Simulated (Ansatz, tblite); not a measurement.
Cost and result up the ladder for cyclo-(H2SnCH2)4 (C₄H₁₆Sn₄) (24 atoms). Total charge 0; singlet. Geometry: PBE-D4/def2-SVP.

```xyz
24

Sn   -2.367    0.898    0.405
H    -3.309    2.291   -0.025
H    -3.333   -0.160    1.388
C    -1.766   -0.160   -1.397
Sn   -0.928   -2.139   -1.068
H    -2.225   -3.259   -0.794
H    -0.029   -2.640   -2.468
C     0.397   -2.123    0.657
Sn    2.290   -1.097    0.358
H     2.994   -0.699    1.896
H     3.368   -2.148   -0.506
C     1.988    0.732   -0.780
Sn    1.005    2.339    0.305
H     2.169    3.121    1.327
H     0.361    3.500   -0.817
C    -0.618    1.549    1.519
H    -1.025    0.463   -1.939
H    -2.655   -0.270   -2.050
H    -0.140   -1.655    1.508
H     0.617   -3.174    0.936
H     2.979    1.101   -1.114
H     1.397    0.489   -1.686
H    -0.229    0.699    2.115
H    -0.938    2.339    2.229
```

Ansatz on 4 threads of Intel Xeon 6975P-C on a shared host; xTB runs through tblite on one thread. Times are rough, summed over both states, and most runs start from the orbitals of an earlier one. PBE0-D4/def2-SVP serves as the yardstick here, not as an exact answer. The other state is a triplet.

In the def2 sets Sn takes a core potential; there is no spin–orbit coupling. The xTB rows come from tblite. HOMO above LUMO, or a gap near zero within one spin, warns that the state may not be the lowest or that an electron is smeared out.

xTB has no spin-polarisation term.

```
           level  functions  wall time
        GFN2-xTB         68    0.046 s
        GFN1-xTB         84    0.049 s
 PBE-D4/def2-SVP        240       19 s
PBE0-D4/def2-SVP        240       23 s
```

Task: Estimate what each level gives for the vertical triplet (eV).

Result: 
```tsv
level	vertical triplet (eV)	difference from PBE0-D4/def2-SVP (eV)	remarks
GFN2-xTB	4.89	-1.26	–
GFN1-xTB	5.33	-0.82	–
PBE-D4/def2-SVP	5.76	-0.38	gap within one spin near zero (triplet)
PBE0-D4/def2-SVP	6.14	0.00	–
```
